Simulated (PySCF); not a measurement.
Molecule: `CCC[SiH2]OC`, C4H12OSi.

Geometry (Å), atoms numbered from 1 in this order:
```xyz
18

C    -2.8621    0.1256   -0.0739
C    -1.3989    0.4588   -0.3223
C    -0.5845   -0.7312   -0.8292
Si    1.2288   -0.3619   -1.0847
O     1.8213    0.1375    0.3942
C     3.1336    0.5670    0.6122
H    -3.4217    1.0020    0.2882
H    -2.9648   -0.6711    0.6805
H    -3.3532   -0.2281   -0.9949
H    -1.3279    1.2874   -1.0490
H    -0.9399    0.8371    0.6065
H    -0.6511   -1.5735   -0.1173
H    -0.9960   -1.1083   -1.7836
H     1.4346    0.7249   -2.1000
H     1.9721   -1.5754   -1.5588
H     3.3894    1.4524   -0.0001
H     3.2466    0.8459    1.6714
H     3.8744   -0.2241    0.3902
```

Geometry PBE0-D3(BJ)/def2-SVP throughout; GIAO in PySCF, gas phase, one conformer, non-relativistic; equivalent atoms averaged; functional PBE0.

For orientation, 6-31G gives these absolute shieldings σ: C6 147.2, C2 180.2, C1 180.0, C3 182.7, Si4 421.8, O5 347.4, H14/H15 27.73, H16/H17/H18 28.92, H7/H8/H9 31.37 ppm.

A run gave: C6 133.1, C2 165.7, C1 166.5, C3 167.9, Si4 339.5, O5 326.4, H14/H15 26.39, H16/H17/H18 27.96, H7/H8/H9 30.51 ppm (absolute shieldings σ).

Question: Which basis set was used in that run?
A. def2-TZVP
B. pcSseg-1
C. pcSseg-0
D. 6-31G*

Answer: A. Si4 tells them apart best: def2-TZVP gives 339.5, pcSseg-0 gives 370.1, pcSseg-1 gives 358.3, 6-31G* gives 405.8 ppm.
